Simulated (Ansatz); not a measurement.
`C1[NH][Zn][O][SiH2]1` → C• + 5 H• + N• + O• + Si• + Zn (atom)  (atomization)

Calculated with Ansatz (gas phase, PBE0-D4/def2-TZVP geometries, no zero-point term in ΔE). CCSD(T)/CBS adds triple-zeta CCSD(T) − MP2 to the extrapolated MP2 energy (def2 sets, frozen cores). This one scheme is used for every species, atoms too. For atomizations the MP2-based limit and the directly extrapolated one differ by several kJ/mol either way, and by 10 to 25 for some Ge, Se and Sn compounds, so smaller differences from it don't rank the levels. Functionals use def2-TZVPP. No spin–orbit coupling; open shells (•) take unrestricted orbitals. Spin–orbit coupling would lower the free atoms: a little for C, O, Si. Bonds to Zn are less sure, by a few kJ/mol each and by 10 to 20 or more in all where they break to atoms, as the def2 sets lack core-valence functions. Scalar relativity is left out up to krypton.

```csv
level,ΔE (kJ/mol)
r2SCAN-D4,3312.3
ωB97X-V,3325.6
B2PLYP,3251.9
BLYP,3225.0
r2SCAN,3306.6
r2SCANh,3275.9
CCSD(T)/def2-TZVPP,3199.8
HF/def2-QZVPP,2241.6
```

Problem. What does CCSD(T)/CBS give? (Estimate.)

Solution. Computed: +3310.9 kJ/mol. The listed levels differ from it by 1.4, 14.7, -59.0, -85.9, -4.3, -35.0, -111.1, -1069.3 kJ/mol.

Largest T1 diagnostic among the species: 0.019.

From BLYP to BHLYP (50 % exact exchange), in def2-TZVPP and without D4, ΔE moves by −94.2 kJ/mol: exact exchange takes away binding that semilocal exchange gives to molecules. The D4 term adds +40.3 kJ/mol with B3LYP and +20.8 kJ/mol with PBE0; it sums over pairs of atoms, weighted by their polarisabilities, and B3LYP, whose exchange is more repulsive, gets the larger term.

B3LYP here is the variant with VWN-RPA as its local correlation; programs differ in this.
